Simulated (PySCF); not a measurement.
Species: C₉H₁₃FSi.
SMILES with atom numbers: `[F:1][C:2]1=[CH:3][Si@H:4]([CH:5]2[CH2:6][CH2:7][CH2:8][CH2:9]2)[CH:10]=[CH:11]1` (hydrogens: H12 on C3; H13 on Si4; H14 on C5; H15, H16 on C6; H17, H18 on C7; H19, H20 on C8; H21, H22 on C9; H23 on C10; H24 on C11)

Method: PBE0-D3(BJ)/def2-SVP geometry optimisation, gas phase in PySCF.

What internal coordinates does the optimisation give?

```csv
bond,length (pm),order
F1–C2,133.0,single
C2=C3,134.4,double
C3–Si4,186.8,single
Si4–C5,188.2,single
C5–C6,153.4,single
C6–C7,153.8,single
C7–C8,154.6,single
C8–C9,153.8,single
Si4–C10,188.4,single
C10=C11,134.7,double
C2–C11,147.8,single
C5–C9,153.4,single
C3–H12,109.0,single
Si4–H13,149.9,single
C5–H14,110.6,single
C6–H15,110.1,single
C6–H16,110.5,single
C7–H17,110.1,single
C7–H18,110.0,single
C8–H19,110.0,single
C8–H20,110.1,single
C9–H21,110.5,single
C9–H22,110.1,single
C10–H23,109.2,single
C11–H24,109.5,single
```

Orders are formal, as drawn. A selection of angles:
```csv
angle,degrees
F1–C2–C3,124.7
F1–C2–C11,116.1
C3–C2–C11,119.2
C2–C3–Si4,105.5
C3–Si4–C5,115.4
C3–Si4–C10,92.7
C5–Si4–C10,114.1
Si4–C5–C6,114.5
Si4–C5–C9,114.8
C6–C5–C9,102.2
C5–C6–C7,104.4
C6–C7–C8,105.9
C7–C8–C9,105.9
C5–C9–C8,104.4
Si4–C10–C11,107.0
C2–C11–C10,115.5
```

Dihedral angles: F1–C2–C3–Si4 180° (antiperiplanar); C2–C3–Si4–C5 118° (anticlinal); C3–Si4–C5–C6 -173° (antiperiplanar); Si4–C5–C6–C7 -165° (antiperiplanar); C5–C6–C7–C8 25° (synperiplanar); C6–C7–C8–C9 0° (synperiplanar); C7–C8–C9–C5 -25° (synperiplanar); C3–Si4–C10–C11 1° (synperiplanar); Si4–C10–C11–C2 -1° (synperiplanar); F1–C2–C11–C10 180° (antiperiplanar); Si4–C5–C9–C8 164° (antiperiplanar).

The 5-membered ring C2–C3–Si4–C10–C11 has internal angles of 92.7° to 119.2° (sum 540°, against 540° for a flat polygon); it is planar, 0.00 Å rms from its mean plane, widest ring torsion 1°. Si4 (SiH silicon) has angles from 92.7° to 115.4°. The C–C distances run from 1.344 Å (C2=C3, drawn double) to 1.546 Å (C7–C8, drawn single), a spread of 0.202 Å. The 5-membered ring C5–C6–C7–C8–C9 has internal angles of 102.2° to 105.9° (sum 523°, against 540° for a flat polygon); it is puckered, 0.18 Å rms from its mean plane, widest ring torsion 40°.

Point group: C1 (no symmetry element, even within 0.4 Å). Not checked by PBE0-D3(BJ)/def2-SVP frequencies. The numbers are those of one conformer.

Rough CPU time on one thread of a shared machine: about 8 min. This is the geometry optimisation.
